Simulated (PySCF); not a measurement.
Atom-mapped SMILES (the numbers label the heavy atoms): `[SiH3:1][O:2][SiH2:3][O:4][SiH2:5][SiH3:6]`; H(Xn) means a hydrogen on atom n.

Geometry: GFN2-xTB; GIAO absolute shieldings from PySCF 2.14, gas phase, non-relativistic, averaged over equivalent atoms.

At B3LYP/6-31G* (120 basis functions, roughly 50 core-seconds):
| atoms | σ (ppm) |
| --- | --- |
| Si5 | 417.4 |
| Si1 | 434.1 |
| Si3 | 443.2 |
| Si6 | 496.1 |
| O2 | 289.2 |
| O4 | 292.2 |
| H(Si5) | 26.65 |
| H(Si1) | 27.05 |
| H(Si3) | 27.39 |
| H(Si6) | 28.95 |

Q: Predict the values at PBE0/6-31++G** on the same geometry.

A: 
```json
{"atoms": "Si5", "σ at PBE0/6-31++G**": "416.3", "change": "-1.1"}
{"atoms": "Si1", "σ at PBE0/6-31++G**": "427.8", "change": "-6.3"}
{"atoms": "Si3", "σ at PBE0/6-31++G**": "435.2", "change": "-8.0"}
{"atoms": "Si6", "σ at PBE0/6-31++G**": "502.2", "change": "+6.1"}
{"atoms": "O2", "σ at PBE0/6-31++G**": "292.0", "change": "+2.8"}
{"atoms": "O4", "σ at PBE0/6-31++G**": "292.2", "change": "+0.0"}
{"atoms": "H(Si5)", "σ at PBE0/6-31++G**": "25.96", "change": "-0.69"}
{"atoms": "H(Si1)", "σ at PBE0/6-31++G**": "26.46", "change": "-0.59"}
{"atoms": "H(Si3)", "σ at PBE0/6-31++G**": "26.80", "change": "-0.59"}
{"atoms": "H(Si6)", "σ at PBE0/6-31++G**": "28.19", "change": "-0.76"}
```

The largest change is at Si3 (silicon bonded to 2 O, 2 H). Cost: 184 basis functions, about 90 core-seconds.
